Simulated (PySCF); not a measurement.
EPR parameters of C8H9

C8H9 (doublet state).
Structure used (GFN2-xTB), in Å, numbered top down from 1:
```xyz
17
C8H9 angstrom
C      1.995   -1.546    0.593
C      1.123   -0.619    0.149
C      1.550    0.667   -0.275
C      0.650    1.665   -0.593
C     -0.713    1.486   -0.459
C     -1.268    0.246   -0.046
C     -2.582    0.112    0.223
C     -0.345   -0.945    0.037
H      3.052   -1.346    0.635
H      1.673   -2.518    0.926
H      2.611    0.868   -0.305
H      1.025    2.629   -0.908
H     -1.386    2.314   -0.628
H     -3.005   -0.824    0.545
H     -3.261    0.942    0.128
H     -0.478   -1.521   -0.889
H     -0.648   -1.599    0.857
```

The species is `C=C1[CH]C=CC(=C)C1` [radical].

Method: PySCF, UKS B3LYP, pcH-1 on C H, non-relativistic, mean-field spin-orbit, GIAO. Isolated species at its GFN2-xTB geometry (one conformer only). The geometry wasn't refined by DFT: couplings that depend on bond lengths, twists or pyramidal angles can differ widely from those at the functional's own minimum. The SCF solution wasn't tested for stability. ⟨S²⟩ is 0.804 where a pure state has 0.75.

| Quantity | Value |
| --- | --- |
| g1, g2, g3 | 2.00219, 2.00277, 2.00280 |
| g_iso | 2.00259 |
| Form of g | close to axial: the two nearest values differ by 5 % of g3 − g1 |
| ⟨S²⟩ | 0.8038 (exact 0.7500) |
| α and β electrons | 29, 28 |

Isotropic coupling and dipolar principal values T1 to T3, in 10⁻⁴ cm⁻¹; ρ(0) is the spin density at the nucleus (1 × 10⁻⁴ cm⁻¹ = 2.998 MHz):

```
atom  isotope  a_iso     T1     T2    T3  Mulliken spin population  ρ(0) (bohr⁻³)
  C1      13C    9.7   -9.0   -8.6  17.6                      0.36         0.0259
  C2      13C  -10.9   -6.9    2.9   4.0                     -0.18        -0.0292
  C3      13C   14.5  -12.7  -12.3  24.9                      0.49         0.0388
  C4      13C  -12.8   -9.4    4.0   5.4                     -0.24        -0.0342
  C5      13C   14.5  -12.7  -12.3  25.0                      0.49         0.0388
  C6      13C  -10.9   -6.9    2.9   4.0                     -0.18        -0.0291
  C7      13C    9.7   -9.0   -8.6  17.6                      0.36         0.0259
  C8      13C    2.6   -0.4    0.1   0.3                      0.02         0.0070
  H9       1H   -7.0   -3.5   -0.4   4.0                     -0.02        -0.0047
 H10       1H   -7.3   -4.3   -0.1   4.4                     -0.02        -0.0049
 H11       1H  -10.2   -5.6   -0.3   5.9                     -0.02        -0.0069
 H12       1H    3.9   -1.3   -0.9   2.2                      0.01         0.0026
 H13       1H  -10.2   -5.6   -0.3   5.9                     -0.02        -0.0069
 H14       1H   -7.3   -4.3   -0.1   4.4                     -0.02        -0.0049
 H15       1H   -7.0   -3.5   -0.4   4.0                     -0.02        -0.0047
 H16       1H  -10.9   -0.6    0.2   0.4                     -0.01        -0.0073
 H17       1H   -4.5   -0.7   -0.2   0.8                      0.00        -0.0030
```

The largest Mulliken spin populations are on C5 (+0.49), C3 (+0.49), C1 (+0.36) and C7 (+0.36). Four atoms exceed +0.15. The positive populations add up to 1.72 and the negative ones to -0.72, together 2S = 1.

The SMILES `C=C1[CH]C=CC(=C)C1` draws the unpaired electron on C3, whose computed spin population is only +0.49.

Under fast tumbling the dipolar parts average out, and these isotropic splittings remain: 2 × 1H (H11/H13, I = 1/2, 3 lines) with 1.09 mT, 2 × 1H (H16/H17, I = 1/2, 3 lines) with 0.82 mT, 2 × 1H (H10/H14, I = 1/2, 3 lines) with 0.78 mT, 2 × 1H (H9/H15, I = 1/2, 3 lines) with 0.75 mT and 1 × 1H (H12, I = 1/2, 2 lines) with 0.42 mT.

Means are taken over nuclei equivalent by connectivity, which assumes that they swap fast. The 1H value of -23.1 MHz is a mean of couplings from -32.8 to -13.4 MHz in this one geometry, not an average over conformers.

The 13C coupling of C3/C5 (mean 43.6 MHz) shows only in satellite lines or after enrichment, since that isotope makes up about 1.07 % of natural carbon.

β density exceeds α density at some nuclei, such as C4 (-0.0342), C2/C6 (-0.0292) and H11/H13 (-0.0069), spin density in bohr⁻³. In a single determinant that takes different orbitals for the two spins, that is spin polarisation.
